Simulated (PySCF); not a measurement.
## Electron correlation in Sc⁻ (scandium, charge -1)

[Ar] 3d2 4s2, high-spin 3F determinant. All numbers are calculated (PySCF 2.14, scalar relativity by spin-free X2C-1e, in x2c-QZVPPall with one added diffuse shell each of s, p, d, f, g type (12s8p6d4f3g, 121 functions)). Frozen: [Ne]; 12 electrons correlated.

MP2 pair energies summed by pair of shells (mhartree):

| pair | energy | share (%) |
| --- | --- | --- |
| 3p-3p | -127.04 | 43.9 |
| 3p-3d | -63.32 | 21.9 |
| 3s-3p | -35.96 | 12.4 |
| 3d-4s | -13.62 | 4.7 |
| 3p-4s | -12.53 | 4.3 |
| 4s-4s | -12.05 | 4.2 |
| 3s-3d | -9.83 | 3.4 |
| 3s-3s | -7.24 | 2.5 |
| 3d-3d | -6.91 | 2.4 |
| 3s-4s | -0.72 | 0.2 |

Total MP2 correlation energy: -289.21 mhartree.

Same-spin part -86.19 and opposite-spin part -203.02 mhartree; SCS-MP2 scales them by 1/3 and 6/5 to -272.36 mhartree.

The Hartree-Fock reference does not bind the outermost electron (its level is positive or very diffuse), so these energies belong to a reference that the basis holds together.

This basis was not built for core-valence correlation, so the inner-shell part is incomplete.
